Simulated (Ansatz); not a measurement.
Reaction (redistribution): `C[O][Al]([OH])[SH]` + `OC[SeH]` → `[OH][Al]([OH])[SH]` + `COC[SeH]`

Calculated with Ansatz (gas phase, PBE0-D4/def2-TZVP geometries, no zero-point term in ΔE). CCSD(T)/CBS adds triple-zeta CCSD(T) − MP2 to the extrapolated MP2 energy (def2 sets, frozen cores). This one scheme is used for every species. For Se outer-core shells are correlated without core-valence functions, which leaves a few kJ/mol of doubt a bond. Scalar relativity is left out up to krypton. One conformer a species, not always the lowest.

| species | CCSD(T)/CBS(def2) energy (Eh) |
| --- | --- |
| `C[O][Al]([OH])[SH]` | -831.34985 |
| `OC[SeH]` | -2516.31855 |
| `[OH][Al]([OH])[SH]` | -792.11328 |
| `COC[SeH]` | -2555.56504 |

Question: Work out ΔE.

Answer: ΔE = (-792.11328) + (-2555.56504) − (-831.34985) − (-2516.31855) = -0.00992 Eh = -26.0 kJ/mol.

Largest T1 diagnostic among the species: 0.012.

In def2-TZVPP, CCSD(T) changes the Hartree–Fock value by −9.1 kJ/mol (the triples alone add −1.6 kJ/mol) and MP2 by −11.8 kJ/mol.
